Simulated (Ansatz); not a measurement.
Start from `[CH3][SnH]([F])[Br]` and change one atom or group to get `[F][SnH2][Br]`.

Ansatz, PBE0-D4/def2-TZVP geometries, multiplicity 1. 

Elements past krypton have def2 core potentials. Scalar relativity is left out up to krypton.

| property | `[CH3][SnH]([F])[Br]` |
| --- | --- |
| HOMO energy (B3LYP/def2-TZVPP) / eV | -8.09 |
| zero-point energy (PBE0-D4/def2-TZVP) / kJ/mol | 120.2 |
| size of the dipole moment (B3LYP/def2-TZVPP) / D | 3.54 |
| LUMO energy (ωB97M-V/def2-TZVPP) / eV | 0.85 |
| HOMO–LUMO gap (PBE/def2-TZVPP) / eV | 5.08 |
| HOMO–LUMO gap (PBE0/def2-TZVPP) / eV | 7.29 |

Q: What does the change do to each property? (Estimate.)

A: Ansatz gave: 
| property | `[F][SnH2][Br]` | shift |
| --- | --- | --- |
| HOMO energy (B3LYP/def2-TZVPP) / eV | -8.35 | -0.26 |
| zero-point energy (PBE0-D4/def2-TZVP) / kJ/mol | 43.3 | -76.9 |
| size of the dipole moment (B3LYP/def2-TZVPP) / D | 2.82 | -0.72 |
| LUMO energy (ωB97M-V/def2-TZVPP) / eV | 0.51 | -0.34 |
| HOMO–LUMO gap (PBE/def2-TZVPP) / eV | 5.02 | -0.06 |
| HOMO–LUMO gap (PBE0/def2-TZVPP) / eV | 7.23 | -0.06 |

With PBE0 the HOMO falls by 0.26 eV and the LUMO falls by 0.32 eV, so the gap narrows by about 0.06 eV. PBE moves the HOMO by -0.24 eV and ωB97M-V by -0.27 eV. The zero-point energy changes by -76.9 kJ/mol with -9 modes. Dipoles are sizes alone; their direction can turn.

B3LYP here is the variant with VWN-RPA as its local correlation; programs differ in this.

Spin–orbit coupling is left out; it splits and shifts lone-pair levels of the heavy atoms by tenths of an eV.
